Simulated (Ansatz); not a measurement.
CH6ClFSi2 can be A, `C[SiH](Cl)[SiH2]F`, or B, `F[SiH2]C[SiH2]Cl`.

Calculated with Ansatz (gas phase, PBE0-D4/def2-TZVP geometries, no zero-point term in ΔE). CCSD(T)/CBS adds triple-zeta CCSD(T) − MP2 to the extrapolated MP2 energy (def2 sets, frozen cores). DFT in def2-TZVPP. B3LYP here is the variant with VWN-RPA as its local correlation; programs differ in this. One conformer a species, not always the lowest.

Q: Which isomer does CCSD(T)/CBS put lower? Give the gap. (Estimate.)

A: The calculation gave: B, by 5.1 kcal/mol.

Q: Give E(B) − E(A) in kcal/mol with CCSD(T)/def2-TZVPP, B2PLYP, LDA (SPW92), B3LYP, HF/def2-TZVPP, PBE-D4, B3LYP-D4. (An estimate is asked.)

A: Computed: CCSD(T)/def2-TZVPP -5.4, B2PLYP -4.8, LDA (SPW92) -2.7, B3LYP -3.5, HF/def2-TZVPP -6.2, PBE-D4 -1.3, B3LYP-D4 -3.4. None reverses the order clearly.

Q: Does the order hold for the free energy at 298.15 K (harmonic terms from PBE0-D4)? (Estimate.)

A: Ansatz gave: Yes: G(B) − G(A) = -6.1 kcal/mol, for one conformer each. Modes under 60 cm⁻¹, often nearly free rotors, make the harmonic entropy too high.

Largest T1 diagnostic: 0.011.

From BLYP to BHLYP (50 % exact exchange), in def2-TZVPP and without D4, E(B) − E(A) moves by −2.6 kcal/mol. Leaving LDA and LC-ωPBE aside and taking each functional with its dispersion term where it has one, the values, not all of them listed here, spread over 4.5 kcal/mol, from ωB97M-V to PBE-D4. LDA lies −1.3 kcal/mol from PBE without D4.
